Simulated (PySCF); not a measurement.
## Computed properties of InCl, SMILES [Cl][In]

InCl, SMILES [Cl][In] (connectivity only; charge and spin as stated), neutral, multiplicity 1. Geometry optimised at PBE0-D3(BJ)/def2-TZVP. The def2 effective core potentials stand for the cores of In; spin–orbit coupling is left out. Other conformers were not sampled. All values are computed for the isolated molecule unless a solvent is named; none is compared with measurement here.

**Structure.** The optimised structure has C∞v symmetry. All 1 harmonic modes at PBE0-D3(BJ)/def2-TZVP (PySCF) are real, so it is a minimum.

**Vibrations.** The strongest infrared lines (harmonic, unscaled, degenerate partners summed) lie at 312 cm⁻¹ (81 km/mol, Cl 76 %, In 24 %). The softest mode is at 312 cm⁻¹ and the zero-point energy is 0.4 kcal/mol.

**Electronic structure.** r2SCAN/def2-TZVPD (PySCF) places the frontier levels at -6.62 and -2.29 eV, a gap of 4.33 eV, and gives a dipole moment of 3.40 D and a mean polarisability of 57.5 bohr³.

**Excitations.** TDA-ωB97X/def2-TZVPD (PySCF) has S1 at 4.69 eV (264 nm, f = 0.306, bright); the most intense of the 10 singlets computed lies at 7.06 eV (f = 0.91). Strengths of degenerate partners are summed. T1 (TDA) is at 3.77 eV, 0.92 eV under S1. No vertical singlet excitation falls in the visible range (under 3.1 eV).
